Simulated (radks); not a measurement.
Initial-state core-level shifts of the zinc ion Zn+ when its valence configuration changes from [Ar] 3d10 4s1. All-electron calculation, scalar-relativistic Kohn-Sham, PBE, spin-polarised, spherical densities, finite nucleus; open shells are filled with parallel spins first; Fermi nuclear charge, rms radius 3.9283 fm. Program: a radial shooting solver on a logarithmic mesh with Libxc functionals. Shifts are changes of the shell-averaged eigenvalues in eV (positive: less bound); the change of the density at the nucleus, which sets a Mossbauer isomer shift, is in e/bohr^3, on a base of 2.534e+04.

valence                2s       2p       3s       3p  density at nucleus
3d9.5 4s1.5        -4.087   -4.050   -3.623   -3.535              +8.192
3d8.5 4s1.5 4p1   -14.879  -14.759  -13.142  -12.847             +14.915
3d10 4p1           -1.721   -1.726   -1.830   -1.833             -11.506
3d9.5 4s0.5 4p1    -5.695   -5.661   -5.325   -5.235              -3.906
3d9 4s1 4p1       -10.025   -9.948   -9.042   -8.851              +4.956
3d10 4s0.5 4p0.5   -0.873   -0.875   -0.927   -0.928              -5.657
3d9 4s2            -8.532   -8.456   -7.479   -7.295             +17.525
3d8 4s1 4p2       -21.256  -21.086  -18.650  -18.233             +11.151
3d8.5 4s0.5 4p2   -16.279  -16.157  -14.599  -14.295              +0.493
